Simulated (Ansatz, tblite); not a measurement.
Cost and result up the ladder for [VO2F2]- (VO2F2⁻) (5 atoms). Charge -1, multiplicity 1. Geometry: PBE-D4/def2-SVPD.

```xyz
5

V    -0.012   -0.047   -0.011
O    -0.427   -0.607   -1.478
O    -0.054   -1.273    1.055
F    -1.163    1.260    0.502
F     1.656    0.667   -0.069
```

Ansatz on 4 threads of Arm Neoverse N1 on a shared host; xTB runs through tblite on one thread. Times are rough, summed over both states, and most runs start from the orbitals of an earlier one. No level here is sound enough to serve as a yardstick. The other state is a triplet.

The xTB rows come from tblite.

xTB has no spin-polarisation term.

```json
{"level": "GFN2-xTB", "functions": "25", "wall time": "0.01 s", "vertical triplet (eV)": "3.25", "remarks": "–"}
{"level": "GFN1-xTB", "functions": "25", "wall time": "0.011 s", "vertical triplet (eV)": "3.32", "remarks": "–"}
{"level": "PBE-D4/def2-TZVPD", "functions": "208", "wall time": "11 s", "vertical triplet (eV)": "3.67", "remarks": "HOMO above zero (triplet), restricted SCF unstable in HF (singlet)"}
{"level": "r2SCAN-D4/def2-TZVPD", "functions": "208", "wall time": "21 s", "vertical triplet (eV)": "3.43", "remarks": "HOMO above zero (triplet), restricted SCF unstable in HF (singlet)"}
{"level": "PBE0-D4/def2-TZVPD (with forces)", "functions": "208", "wall time": "34 s", "vertical triplet (eV)": "3.00", "remarks": "restricted SCF unstable in HF (singlet)"}
```
